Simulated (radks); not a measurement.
Results of a calculation; reference values are marked as such.
Q: These are the eigenvalues of the occupied orbitals of an atom or ion with whole-number occupations (eV). Level of theory: scalar-relativistic Kohn-Sham, PBE, spin-unpolarised, spherical densities, finite nucleus; Fermi nuclear charge, rms radius of each element as measured or else 0.836 A^(1/3) + 0.57 fm (a radial shooting solver on a logarithmic mesh with Libxc functionals).

| orbital | eigenvalue |
|---|---|
| 1s | -46676.96 |
| 2s | -7631.355 |
| 2p | -6808.413 |
| 3s | -1675.448 |
| 3p | -1418.127 |
| 3d | -1069.644 |
| 4s | -336.4264 |
| 4p | -251.8558 |
| 4d | -133.1693 |
| 5s | -47.5878 |
| 5p | -27.6546 |
| 4f | -6.8335 |
| 5d | -6.0390 |

Which element is it, and in what charge state? The configuration may be excited.

A: Z = 62, samarium, charge +1: Sm+ in [Xe] 4f6 5d1. The list shows which subshells hold electrons but not how many an open one holds; the 1s level, -1715.3 hartree, gives Z - s = 58.6 by -(Z - s)^2/2, which with screening and relativity narrows Z to a few neighbours, and the depths of the outer levels then fix element, charge and occupations together.
